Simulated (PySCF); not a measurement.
# SMILES c1pcpc(C2CC2)p1, C6H7P3

Cartesian coordinates in Å; atom numbers follow the order of the lines, from 1:
```xyz
16

C     2.4399    1.0414    0.6928
P     3.6297   -0.0083    0.0049
C     2.7161   -1.2277   -0.8117
P     1.0335   -1.5459   -1.0342
C     0.1585   -0.2847   -0.1992
C    -1.3112   -0.4421   -0.3073
C    -2.2051   -0.0700    0.8483
C    -2.2085    0.7669   -0.3827
P     0.7148    1.0947    0.7207
H     2.8773    1.8717    1.2452
H     3.3410   -1.9719   -1.3023
H    -1.6149   -1.3056   -0.8919
H    -3.0586   -0.6984    1.0542
H    -1.7249    0.3269    1.7326
H    -3.0642    0.7252   -1.0398
H    -1.7311    1.7368   -0.3409
```

Computed, not measured: PySCF, GIAO B3LYP/pcSseg-1 magnetisability, rotational g tensor and spin-rotation constants, non-relativistic, gas phase. Geometry: GFN2-xTB.

Question: What are the magnetisability and the molar susceptibility?

Answer: Isotropic -1760 × 10⁻³⁰ J/T², or -106.0 × 10⁻⁶ cm³/mol; principal values -2608, -1424, -1247 × 10⁻³⁰ J/T², anisotropy 1281 × 10⁻³⁰ J/T² (root of half the summed squared differences of the principal values). The susceptibility is in cgs units.

Question: Split it along the inertial axes a, b, c into diamagnetic and paramagnetic parts about the centre of mass, with the quadrupole moment.

Answer: 
| axis | χ (10⁻⁶ cm³/mol) | diamagnetic (10⁻⁶ cm³/mol) | paramagnetic (10⁻⁶ cm³/mol) | summed x² of all electrons (Å²) | quadrupole Θ (D Å) |
| --- | --- | --- | --- | --- | --- |
| a | -83.6 | -688.6 | 605.0 | 374.1 | +3.46 |
| b | -77.3 | -1710.1 | 1632.8 | 133.3 | -0.58 |
| c | -157.1 | -2152.4 | 1995.3 | 29.0 | -2.88 |

Anisotropies 2χaa − χbb − χcc = +67.1 and 2χbb − χaa − χcc = +86.1 × 10⁻⁶ cm³/mol. Θ is traceless in Buckingham's convention.

Question: And the rotational g tensor?

Answer: 
```csv
axis,rotational constant (GHz),g,nuclear part,electronic part
a,2.0712,-0.0497,0.5390,-0.5887
b,0.7399,-0.0191,0.5485,-0.5676
c,0.5694,+0.0070,0.5407,-0.5337
```
Asymmetric top; isotopes 12C, 1H, 31P; no vibrational averaging.
